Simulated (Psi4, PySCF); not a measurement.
Psi4 was given this input:
```
memory 2 GB

molecule mol {
0 1
  F    -0.843028   -1.170729   -0.507699
  As    0.013194   -0.005516    0.423912
  F     1.416347   -0.120513   -0.564356
  F    -0.621699    1.311469   -0.482288
}

set basis 6-31g*
set reference rks
set scf_type pk
set puream true
set d_convergence 1e-8
set dft_radial_points 99
set dft_spherical_points 590

energy('bhhlyp')
print_variables()
```

Question: Give the equivalent PySCF input.

Answer: This is not unique; one that fits is 
```python
from pyscf import gto, scf, dft

mol = gto.M(
    atom='''
F    -0.843028   -1.170729   -0.507699
As    0.013194   -0.005516    0.423912
F     1.416347   -0.120513   -0.564356
F    -0.621699    1.311469   -0.482288
''',
    basis='6-31g*',
    charge=0,
    spin=0,
    verbose=4,
)

mf = dft.RKS(mol)
mf.xc = 'bhandhlyp'
mf.grids.atom_grid = (99, 590)
mf.grids.prune = None
mf.kernel()
```

Both were run: Psi4 gave -2535.040992 Eh and PySCF -2535.040992 Eh, 0.001 mEh apart.
